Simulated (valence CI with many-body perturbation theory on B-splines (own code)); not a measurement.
## Ru XXIII: M1 decay

Computed by configuration interaction combined with many-body perturbation theory (CI+MBPT): four valence electrons over a frozen Dirac-Fock core [Ar], radial functions for each j: 9 s, 9 p, 10 d, 8 f, 5 g, 3 h, 1 i, with the one-electron correlation potential Σ1, the two-electron term Σ2, the three-electron term Σ3, Breit, model QED; selected CI, second order for the rest (own B-spline code, finite nucleus).

No measured levels were compared; by estimate terms of the open shell hold to 2 to 4 % of their energy, and close levels can change places. Core correlation moves these levels by up to 9700 cm⁻¹, and in measured spectra 5 to 20 % of such shifts remained as error; rates that hang on mixing are uncertain with them. Only levels of the ground parity were solved; by the run's estimate the other parity begins above the list, which can be wrong where configurations are misplaced.

Lines 1 to 50 of 120 in falling wavelength, among levels below 56.099 eV, chosen from the decays that carry over 1 % of a level's rate. Wavelengths and rates use the calculated energies, so an error of 3000 cm⁻¹ moves a line at 5449 Å by 16 % and its rate by three times that or more. S is in atomic units (e²a₀⁴ for E2 and M2, e²a₀⁶ for E3), for M1 in squared Bohr magnetons. Weak lines are less certain than strong ones. Lines between different terms over intervals too small for the method are left out, as are lines whose strength nearly cancels.

Names give the largest LS component (configuration and term), which can be under half, so a name can repeat, a term be missing and a line seem to break the LS rules; names also repeat where a configuration has a term twice. Letters in brackets count levels of one name in rising energy.

| λ vac (Å) | Upper | Lower | Type | A (s⁻¹) | S (a.u.) |
| --- | --- | --- | --- | --- | --- |
| 11260 | 3d⁴ ⁵D_4 | 3d⁴ ⁵D_3 | M1 | 1.65e+01 | 7.86e+00 |
| 11240 | 3d⁴ ³H_6 | 3d⁴ ³H_5 | M1 | 9.65e+00 | 6.60e+00 |
| 8301 | 3d⁴ ⁵D_3 | 3d⁴ ⁵D_2 | M1 | 7.40e+01 | 1.10e+01 |
| 6876 | 3d⁴ ⁵D_2 | 3d⁴ ⁵D_1 | M1 | 1.53e+02 | 9.24e+00 |
| 6378 | 3d⁴ ⁵D_1 | 3d⁴ ⁵D_0 | M1 | 1.65e+02 | 4.77e+00 |
| 5449 | 3d⁴ ³G_3 | 3d⁴ ³H_4 | M1 | 4.67e+01 | 1.96e+00 |
| 5369 | 3d⁴ ³P_2 [b] | 3d⁴ ³F_3 [a] | M1 | 4.33e+01 | 1.24e+00 |
| 4713 | 3d⁴ ³H_5 | 3d⁴ ³H_4 | M1 | 1.75e+02 | 7.46e+00 |
| 4585 | 3d⁴ ³G_5 | 3d⁴ ³F_4 [a] | M1 | 1.87e+01 | 7.34e-01 |
| 4379 | 3d⁴ ³G_4 | 3d⁴ ³G_3 | M1 | 1.97e+02 | 5.52e+00 |
| 3970 | 3d⁴ ³P_2 [a] | 3d⁴ ³F_2 [a] | M1 | 3.49e+01 | 4.05e-01 |
| 3859 | 3d⁴ ³P_2 [a] | 3d⁴ ³P_1 [a] | M1 | 2.09e+02 | 2.23e+00 |
| 3739 | 3d⁴ ³P_2 [b] | 3d⁴ ³P_2 [a] | M1 | 7.77e+01 | 7.53e-01 |
| 3637 | 3d⁴ ³F_4 [a] | 3d⁴ ³H_5 | M1 | 1.32e+02 | 2.12e+00 |
| 3439 | 3d⁴ ³P_2 [c] | 3d⁴ ¹D_2 [a] | M1 | 1.38e+02 | 1.04e+00 |
| 3409 | 3d⁴ ³G_5 | 3d⁴ ³G_4 | M1 | 3.97e+02 | 6.42e+00 |
| 3286 | 3d⁴ ³P_1 [a] | 3d⁴ ³P_0 [a] | M1 | 4.75e+02 | 1.87e+00 |
| 3130 | 3d⁴ ¹D_2 [a] | 3d⁴ ³D_1 | M1 | 1.84e+02 | 1.04e+00 |
| 3005 | 3d⁴ ¹G_4 [a] | 3d⁴ ³G_5 | M1 | 1.80e+02 | 1.63e+00 |
| 3002 | 3d⁴ ³F_3 [a] | 3d⁴ ³F_2 [a] | M1 | 2.77e+02 | 1.95e+00 |
| 2909 | 3d⁴ ³D_1 | 3d⁴ ³P_2 [a] | M1 | 3.35e+02 | 9.16e-01 |
| 2672 | 3d⁴ ³F_3 [a] | 3d⁴ ³G_3 | M1 | 1.60e+02 | 7.92e-01 |
| 2548 | 3d⁴ ³H_4 | 3d⁴ ⁵D_4 | M1 | 5.42e+02 | 2.99e+00 |
| 2527 | 3d⁴ ¹D_2 [a] | 3d⁴ ³P_2 [b] | M1 | 1.68e+02 | 5.03e-01 |
| 2522 | 3d⁴ ¹G_4 [a] | 3d⁴ ³D_3 | M1 | 8.40e+01 | 4.50e-01 |
| 2493 | 3d⁴ ³F_2 [b] | 3d⁴ ¹F_3 | M1 | 2.53e+02 | 7.25e-01 |
| 2475 | 3d⁴ ³G_5 | 3d⁴ ³H_6 | M1 | 3.06e+02 | 1.89e+00 |
| 2428 | 3d⁴ ³G_4 | 3d⁴ ³H_4 | M1 | 8.26e+02 | 3.94e+00 |
| 2400 | 3d⁴ ³D_3 | 3d⁴ ³F_2 [a] | M1 | 4.79e+02 | 1.72e+00 |
| 2184 | 3d⁴ ³D_3 | 3d⁴ ³G_3 | M1 | 6.86e+02 | 1.85e+00 |
| 2083 | 3d⁴ ¹G_4 [a] | 3d⁴ ³F_3 [a] | M1 | 6.38e+02 | 1.92e+00 |
| 2078 | 3d⁴ ³H_4 | 3d⁴ ⁵D_3 | M1 | 1.56e+02 | 4.67e-01 |
| 2053 | 3d⁴ ³F_4 [a] | 3d⁴ ³H_4 | M1 | 6.13e+02 | 1.77e+00 |
| 2036 | 3d⁴ ¹F_3 | 3d⁴ ³P_2 [b] | M1 | 1.28e+02 | 2.82e-01 |
| 2031 | 3d⁴ ³F_4 [b] | 3d⁴ ¹G_4 [a] | M1 | 1.39e+02 | 3.88e-01 |
| 2028 | 3d⁴ ³G_5 | 3d⁴ ³H_5 | M1 | 4.68e+02 | 1.59e+00 |
| 2014 | 3d⁴ ³F_2 [b] | 3d⁴ ¹D_2 [a] | M1 | 2.33e+02 | 3.53e-01 |
| 2007 | 3d⁴ ¹D_2 [a] | 3d⁴ ³D_3 | M1 | 7.69e+02 | 1.15e+00 |
| 1958 | 3d⁴ ¹I_6 | 3d⁴ ³H_6 | M1 | 7.18e+02 | 2.60e+00 |
| 1926 | 3d⁴ ³P_2 [b] | 3d⁴ ³F_2 [a] | M1 | 4.00e+02 | 5.29e-01 |
| 1899 | 3d⁴ ³P_2 [b] | 3d⁴ ³P_1 [a] | M1 | 2.80e+02 | 3.56e-01 |
| 1888 | 3d⁴ ³F_3 [b] | 3d⁴ ¹D_2 [a] | M1 | 4.02e+02 | 7.02e-01 |
| 1815 | 3d⁴ ¹G_4 [a] | 3d⁴ ³F_4 [a] | M1 | 1.03e+03 | 2.05e+00 |
| 1784 | 3d⁴ ³P_2 [b] | 3d⁴ ³G_3 | M1 | 9.05e+01 | 9.53e-02 |
| 1736 | 3d⁴ ³G_3 | 3d⁴ ⁵D_4 | M1 | 7.81e+01 | 1.06e-01 |
| 1718 | 3d⁴ ¹D_2 [a] | 3d⁴ ³F_3 [a] | M1 | 1.46e+02 | 1.38e-01 |
| 1684 | 3d⁴ ¹F_3 | 3d⁴ ³D_3 | M1 | 1.04e+03 | 1.29e+00 |
| 1679 | 3d⁴ ³D_1 | 3d⁴ ³F_2 [a] | M1 | 6.52e+02 | 3.43e-01 |
| 1668 | 3d⁴ ¹I_6 | 3d⁴ ³H_5 | M1 | 8.24e+02 | 1.84e+00 |
| 1659 | 3d⁴ ³D_1 | 3d⁴ ³P_1 [a] | M1 | 9.74e+02 | 4.94e-01 |
